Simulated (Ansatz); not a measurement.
```yaml
crystal:
  periodic: [false, false, false]
  atoms:
    - {symbol: In, position_ang: [1.570655, 0.716909, -1.245226]}
    - {symbol: In, position_ang: [-1.836143, 1.051915, -0.606985]}
    - {symbol: In, position_ang: [0.164449, 1.060669, 1.921918]}
    - {symbol: In, position_ang: [-0.546467, -2.007977, 0.438361]}
    - {symbol: P, position_ang: [0.256181, 2.535032, -0.211754]}
    - {symbol: P, position_ang: [-1.984668, -0.350580, 1.571309]}
    - {symbol: Cl, position_ang: [-0.168738, -4.286171, 0.145930]}
    - {symbol: Cl, position_ang: [-3.592243, 1.482965, -2.105203]}
    - {symbol: Cl, position_ang: [1.217878, 1.505321, 3.972993]}
    - {symbol: Cl, position_ang: [3.361837, 0.255044, -2.658382]}
    - {symbol: Cl, position_ang: [1.896718, -0.976120, 0.803289]}
    - {symbol: Cl, position_ang: [-0.339480, -0.987007, -2.026259]}
basis:
  gaussian: {orbitals: def2-TZVP, initial_orbitals: start.molden}
hamiltonian: {xc: pbe0, dispersion: d4}
scf: {omitted_lower_state_checks: [starts]}
output: {orbitals: {seedname: orbitals}}
```

The file start.molden holds the orbitals of an earlier run on this structure, at another level or in another basis.

```sh
$ ansatz run in.yaml --threads 4 --pin off --events-out ev --progress --plain --max-ram 6963MiB
```

Q: Does this run fit into the memory that it is given?

A: No. It has 496 basis functions, and Ansatz plans for 7.39 GiB where 6.79 GiB are given.
